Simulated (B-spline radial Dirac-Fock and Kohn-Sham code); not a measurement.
Z = 65 (terbium), transition energy 109 keV. Model: a Dirac-Hartree-Slater potential of the neutral atom with a Latter tail (no hole, which puts coefficients of high multipoles low close above an edge), finite nucleus with surface currents. Program: a radial finite-basis atomic code. Subshells that would emit electrons below 1 keV are left out.

**Question.** A pure transition shows α(K) = 12.0, L1/L2 = 0.0213 and L1/L3 = 0.0260. What is its multipolarity?
A. E1
B. M4
C. M1
D. M3
E. E3
F. M2
G. E2
H. E4

**Answer.** H. For comparison, α(K), L1/L2, L1/L3 are E1 0.200, 4.81, 3.97; E2 0.907, 0.240, 0.245; E3 3.33, 0.0361, 0.0416; M1 1.46, 11.7, 71.5; M2 11.5, 8.25, 5.45; M3 58.9, 5.74, 1.13; M4 278, 4.33, 0.489.

Values without a named source are computed, but for edge energies of neutral atoms, which are taken from tables.
